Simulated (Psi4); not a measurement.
calcium atom (Ca), singlet; B3LYP/def2-TZVP (Psi4 1.11).

Psi4 was given this input:
```
memory 2 GB

molecule {
0 1
Ca    0.00000000    0.00000000    0.00000000
}

set {
  basis def2-tzvp
  dft_basis_tolerance 1e-8
}

energy('b3lyp')
print_variables()
```

What the program printed (banner, timings and long lists left out):

```
   => Loading Basis Set <=

    Name: DEF2-TZVP
    Role: ORBITAL
    Keyword: BASIS

         ---------------------------------------------------------
                                   SCF
               by Justin Turney, Rob Parrish, Andy Simmonett
                          and Daniel G. A. Smith
                              RKS Reference
         ---------------------------------------------------------

  ==> Geometry <==

    Molecular point group: d2h
    Geometry (in Angstrom), charge = 0, multiplicity = 1:

       Center              X                  Y                   Z               Mass
    ------------   -----------------  -----------------  -----------------  -----------------
         CA           0.000000000000     0.000000000000     0.000000000000    39.962590863000

  Running in d2h symmetry.

  Rotational constants: A = ************  B = ************  C = ************ [cm^-1]
  Rotational constants: A = ************  B = ************  C = ************ [MHz]
  Nuclear repulsion =    0.000000000000000

  Charge       = 0
  Multiplicity = 1
  Electrons    = 20
  Nalpha       = 10
  Nbeta        = 10

  ==> Algorithm <==

  SCF Algorithm Type is DF.
  DIIS enabled.
  MOM disabled.
  Fractional occupation disabled.
  Guess Type is CORE.
  Energy threshold   = 1.00e-06
  Density threshold  = 1.00e-06
  Integral threshold = 1.00e-12

  ==> Primary Basis <==

  Basis Set: DEF2-TZVP
    Blend: DEF2-TZVP
    Number of shells: 14
    Number of basis functions: 36
    Number of Cartesian functions: 39
    Spherical Harmonics?: true
    Max angular momentum: 2

  ==> DFT Potential <==

   => LibXC <=

    Version 7.1.2
    S. Lehtola, C. Steigemann, M. J. T. Oliveira, and M. A. L. Marques,  SoftwareX 7, 1–5 (2018) (10.1016/j.softx.2017.11.002)

   => Composite Functional: B3LYP <=

    B3LYP Hyb-GGA Exchange-Correlation Functional

    P. J. Stephens, F. J. Devlin, C. F. Chabalowski, and M. J. Frisch,  J. Phys. Chem. 98, 11623 (1994) (10.1021/j100096a001)

    Deriv               =              1
    GGA                 =           TRUE
    Meta                =          FALSE

    Exchange Hybrid     =           TRUE
    MP2 Hybrid          =          FALSE

   => Exchange Functionals <=

    0.0800   Slater exchange
    0.7200         Becke 88

   => Exact (HF) Exchange <=

    0.2000               HF

   => Correlation Functionals <=

    0.1900   Vosko, Wilk & Nusair (VWN5_RPA)
    0.8100   Lee, Yang & Parr

   => LibXC Density Thresholds  <==

    XC_HYB_GGA_XC_B3LYP:  1.00E-15

   => Molecular Quadrature <=

    Radial Scheme          =       TREUTLER
    Pruning Scheme         =           NONE
    Nuclear Scheme         =       TREUTLER

    Blocking Scheme        =         OCTREE
    BS radius alpha        =              1
    Pruning alpha          =              1
    Radial Points          =             75
    Spherical Points       =            302
    Total Points           =          20228
    Total Blocks           =            226
    Max Points             =            253
    Max Functions          =             36
    Weights Tolerance      =       1.00E-15

   => Loading Basis Set <=

    Name: (DEF2-TZVP AUX)
    Role: JKFIT
    Keyword: DF_BASIS_SCF

  ==> Integral Setup <==

  SCF_SUBTYPE=INCORE selected. In-core MEM_DF algorithm will be used.
  Using in-core AOs.

  ==> MemDFJK: Density-Fitted J/K Matrices <==

    J tasked:                   Yes
    K tasked:                   Yes
    wK tasked:                   No
    Algorithm:                 Core
    Schwarz Cutoff:           1E-12
    Mask sparsity (%):       0.0000
    Fitting Condition:        1E-10

   => Auxiliary Basis Set <=

  Basis Set: (DEF2-TZVP AUX)
    Blend: DEF2-UNIVERSAL-JKFIT
    Number of shells: 44
    Number of basis functions: 160
    Number of Cartesian functions: 203
    Spherical Harmonics?: true
    Max angular momentum: 4

  Minimum eigenvalue in the overlap matrix is 4.1874101726E-02.
  Reciprocal condition number of the overlap matrix is 1.4962144199E-02.
    Using symmetric orthogonalization.

  ==> Pre-Iterations <==

  SCF Guess: Core (One-Electron) Hamiltonian.

   -------------------------------------------------------
    Irrep   Nso     Nmo     Nalpha   Nbeta   Ndocc  Nsocc
   -------------------------------------------------------
     Ag        12      12       4       4       4       0
     B1g        3       3       0       0       0       0
     B2g        3       3       0       0       0       0
     B3g        3       3       0       0       0       0
     Au         0       0       0       0       0       0
     B1u        5       5       2       2       2       0
     B2u        5       5       2       2       2       0
     B3u        5       5       2       2       2       0
   -------------------------------------------------------
    Total      36      36      10      10      10       0
   -------------------------------------------------------

  ==> Iterations <==

                           Total Energy        Delta E     RMS |[F,P]|

   @DF-RKS iter   1:  -669.27116709543782   -6.69271e+02   1.88842e-01 ADIIS
   @DF-RKS iter   2:  -665.39028581877949    3.88088e+00   2.71733e-01 ADIIS
   @DF-RKS iter   3:  -677.47224232384383   -1.20820e+01   2.43888e-02 DIIS/ADIIS
   @DF-RKS iter   4:  -677.56206355147594   -8.98212e-02   1.04592e-02 DIIS/ADIIS
   @DF-RKS iter   5:  -677.57512226271740   -1.30587e-02   3.07489e-03 DIIS/ADIIS
   @DF-RKS iter   6:  -677.57621538135959   -1.09312e-03   8.71256e-05 DIIS
   @DF-RKS iter   7:  -677.57621735178486   -1.97043e-06   1.39520e-05 DIIS
   @DF-RKS iter   8:  -677.57621743411755   -8.23327e-08   1.51916e-06 DIIS
   @DF-RKS iter   9:  -677.57621743724269   -3.12514e-09   4.86305e-08 DIIS
  Energy and wave function converged.

  ==> Post-Iterations <==

   Electrons on quadrature grid:
      Ntotal   =   20.0000003991 ; deviation = 3.991e-07

    Orbital Energies [Eh]
    ---------------------

    Doubly Occupied:

[...]
       4Ag    -0.154073

    Virtual:

[...]
    Final Occupation by Irrep:
             Ag   B1g   B2g   B3g    Au   B1u   B2u   B3u
    DOCC [     4,    0,    0,    0,    0,    2,    2,    2 ]
    NA   [     4,    0,    0,    0,    0,    2,    2,    2 ]
    NB   [     4,    0,    0,    0,    0,    2,    2,    2 ]

  @DF-RKS Final Energy:  -677.57621743724269

   => Energetics <=

    Nuclear Repulsion Energy =              0.0000000000000000
    One-Electron Energy =                -926.8299386497851629
    Two-Electron Energy =                 278.2552120154902582
    DFT Exchange-Correlation Energy =     -29.0014908029477709
    Empirical Dispersion Energy =           0.0000000000000000
    VV10 Nonlocal Energy =                  0.0000000000000000
    Total Energy =                       -677.5762174372425761

Computation Completed

Properties will be evaluated at   0.000000,   0.000000,   0.000000 [a0]

Properties computed using the SCF density matrix

 Multipole Moments:

 ------------------------------------------------------------------------------------
     Multipole            Electronic (a.u.)      Nuclear  (a.u.)        Total (a.u.)
 ------------------------------------------------------------------------------------

 L = 1.  Multiply by 2.5417464519 to convert [e a0] to [Debye]
 Dipole X            :          0.0000000            0.0000000            0.0000000
 Dipole Y            :          0.0000000            0.0000000            0.0000000
 Dipole Z            :          0.0000000            0.0000000            0.0000000
 Magnitude           :                                                    0.0000000

 ------------------------------------------------------------------------------------

  Variable Map:
  ----------------------------------------------------------------------------
[...]
  Array Variable Map:
  ----------------------------------------------------------------------------
[...]
[...]
```
